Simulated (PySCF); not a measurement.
Species: C5H6O3.
SMILES with atom numbers: `[CH2:1]=[CH:2][C@H:3]1[O:4][CH2:5][O:6][C:7]1=[O:8]`

Cartesian coordinates in Å at the GFN2-xTB level; atoms count from 1:
```
atom  x, y, z in Å
C1     2.355   -0.418    0.627
C2     1.048   -0.565    0.725
C3     0.078   -0.080   -0.317
O4    -1.105   -0.854   -0.403
C5    -2.089   -0.202    0.341
O6    -1.726    1.155    0.451
C7    -0.444    1.308    0.091
O8     0.149    2.339    0.111
H9     2.809    0.051   -0.230
H10    3.019   -0.754    1.403
H11    0.593   -1.032    1.588
H12    0.547   -0.040   -1.305
H13   -3.049   -0.284   -0.182
H14   -2.185   -0.624    1.357
```

Probes without a nucleus sit at each ring's centroid and 1 Å off its mean plane on both sides; NICS is minus the shielding there, NICSzz its component along the normal. Level: GIAO PBE0/pcSseg-1 (PySCF, non-relativistic, gas phase) on the GFN2-xTB geometry, one conformer.

Ring bond lengths (Å), with Mayer bond orders in brackets: C3–O4 1.416 (0.90), O4–C5 1.395 (0.97), C5–O6 1.409 (0.91), O6–C7 1.341 (1.06), C7–C3 1.538 (0.95).

Task: Give the NICS values of each ring in ppm.

Result: 
```tsv
ring	type	NICS(0)	NICS(1), two faces	NICS(1)zz, two faces	rms pucker (Å)	centre to ring atoms, mean (Å)
C3–O4–C5–O6–C7	5-membered ring with 2 O; formal bonds all single	-6.1	-2.7 / -1.9	-6.2 / -5.3	0.09	1.20
```

Task: What can be read from them?

Result: 
- C3–O4–C5–O6–C7: mean NICS(1)zz -5.8 ppm, shielded. C3, C5 have four or more neighbours, so the value isn't read as a sign of a π ring current.

Task: Give the inner angles of the rings and the Hirshfeld charges of the ring atoms.

Result: 
- C3–O4–C5–O6–C7: C3 103.1° (+0.035 e), O4 107.6° (-0.148 e), C5 108.0° (+0.083 e), O6 109.6° (-0.107 e), C7 107.0° (+0.201 e); sum 535.3° against 540° for a flat convex ring.

Task: What are the shieldings of the ring atoms and their hydrogens in the same run (means over atoms taken as equivalent)?

Result: 
```json
{"atoms": "C3", "environment": "sp3 carbon bound to oxygen", "σ isotropic (ppm)": "106.5", "principal values of the symmetric part, first atom (ppm)": "86.2, 105.4, 127.9"}
{"atoms": "O4", "environment": "cyclic ether oxygen", "σ isotropic (ppm)": "269.2", "principal values of the symmetric part, first atom (ppm)": "190.4, 278.8, 338.3"}
{"atoms": "C5", "environment": "sp3 carbon bearing two oxygens", "σ isotropic (ppm)": "88.2", "principal values of the symmetric part, first atom (ppm)": "60.7, 86.5, 117.4"}
{"atoms": "O6", "environment": "ester single-bonded oxygen", "σ isotropic (ppm)": "112.0", "principal values of the symmetric part, first atom (ppm)": "-97.0, 173.7, 259.4"}
{"atoms": "C7", "environment": "ester carbonyl carbon", "σ isotropic (ppm)": "11.8", "principal values of the symmetric part, first atom (ppm)": "-84.1, 45.5, 74.0"}
{"atoms": "H12", "environment": "methine hydrogen", "σ isotropic (ppm)": "27.11", "principal values of the symmetric part, first atom (ppm)": "23.5, 27.5, 30.4"}
{"atoms": "H13", "environment": "methylene hydrogen", "σ isotropic (ppm)": "25.78", "principal values of the symmetric part, first atom (ppm)": "22.2, 24.6, 30.5"}
{"atoms": "H14", "environment": "methylene hydrogen", "σ isotropic (ppm)": "25.82", "principal values of the symmetric part, first atom (ppm)": "22.1, 24.8, 30.6"}
```

On Arm Neoverse N1, one thread, no GPU (shared host), this took 37 s of wall time and 0.74 GiB of memory at its peak. This is the whole shielding run at PBE0/pcSseg-1, SCF included.
